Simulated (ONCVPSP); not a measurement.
## Reading a pseudo-wave (chlorine (Cl))

Columns: radius, all-electron u(r) and pseudo u(r) of the 3s shell (level -23.39 eV) of chlorine in the configuration [Ne] 3s2 3p4.75; PBE, scalar-relativistic, ONCV scheme, ONCVPSP 4.0.1.

| r (bohr) | all-electron | pseudo |
| --- | --- | --- |
| 0.068 | 0.2040 | 0.0324 |
| 0.135 | -0.0632 | 0.0632 |
| 0.202 | -0.3083 | 0.0939 |
| 0.270 | -0.4274 | 0.1285 |
| 0.338 | -0.4236 | 0.1700 |
| 0.405 | -0.3354 | 0.2185 |
| 0.473 | -0.1957 | 0.2732 |
| 0.540 | -0.0354 | 0.3295 |
| 0.608 | 0.1308 | 0.3875 |
| 0.675 | 0.2860 | 0.4474 |
| 0.742 | 0.4259 | 0.5126 |
| 0.810 | 0.5485 | 0.5850 |
| 0.878 | 0.6508 | 0.6606 |
| 0.945 | 0.7319 | 0.7315 |
| 1.013 | 0.7953 | 0.7931 |
| 1.080 | 0.8404 | 0.8392 |
| 1.148 | 0.8705 | 0.8701 |
| 1.215 | 0.8867 | 0.8866 |
| 1.283 | 0.8914 | 0.8914 |
| 1.350 | 0.8863 | 0.8863 |
| 1.418 | 0.8731 | 0.8731 |
| 1.485 | 0.8538 | 0.8537 |
| 1.553 | 0.8290 | 0.8290 |
| 1.620 | 0.8008 | 0.8008 |
| 1.688 | 0.7694 | 0.7694 |
| 1.755 | 0.7366 | 0.7366 |

Q: How many radial nodes do the two functions have?

A: The all-electron 3s function has n − l − 1 = 2; the pseudo-wave has 0, since the states of the same l below it are removed with the core.

Q: At about which radius was the pseudo-wave matched?

A: 1.35 bohr. The columns agree to 0.0005 from 1.15 bohr on; several derivatives are matched, so the curves merge somewhat inside the radius.

Q: Is the pseudo-wave norm-conserving?

A: Yes: the ONCV scheme keeps the norm inside the radius equal to the all-electron one, which fixes the energy derivative of the logarithmic derivative at the level.
